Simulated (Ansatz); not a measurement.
Isolated molecules relaxed with PBE0-D4/def2-TZVP in Ansatz; ΔE leaves out vibrations. CCSD(T)/CBS adds triple-zeta CCSD(T) − MP2 to the extrapolated MP2 energy (def2 sets, frozen cores). This one scheme is used for every species. Functionals use def2-TZVPP. B3LYP here is the variant with VWN-RPA as its local correlation; programs differ in this. HSE06 is defined as in plane-wave codes. One conformer a species, not always the lowest.

Consider the cleavage of the Si–Si bond: `BS[SiH2][SiH2][SiH3]` + H₂S → `[SiH3][SiH2]S` + `BS[SiH3]`.

```
             level  ΔE (kcal/mol)  difference from CCSD(T)/CBS
       LDA (SPW92)           -6.6                          3.1
          HSE06-D4           -8.0                          1.7
           ωB97X-V           -9.9                         -0.2
              BLYP          -11.7                         -2.0
             B3LYP          -11.9                         -2.2
           r2SCAN0          -10.4                         -0.7
             BHLYP          -12.8                         -3.1
       HF/def2-SVP          -13.7                         -4.0
     HF/def2-TZVPP          -15.1                         -5.4
SCS-MP2/def2-TZVPP          -11.8                         -2.1
       CCSD(T)/CBS           -9.7                            0
```

Largest T1 diagnostic among the species: 0.015.

Leaving LDA and LC-ωPBE aside and taking each functional with its dispersion term where it has one, the values, not all of them listed here, spread over 4.5 kcal/mol, from B2PLYP to PBE-D4. LDA lies +2.2 kcal/mol from PBE without D4. In def2-TZVPP, CCSD(T) changes the Hartree–Fock value by +5.8 kcal/mol (the triples alone add +0.7 kcal/mol) and MP2 by +4.1 kcal/mol. From BLYP to BHLYP (50 % exact exchange), in def2-TZVPP and without D4, ΔE moves by −1.1 kcal/mol.
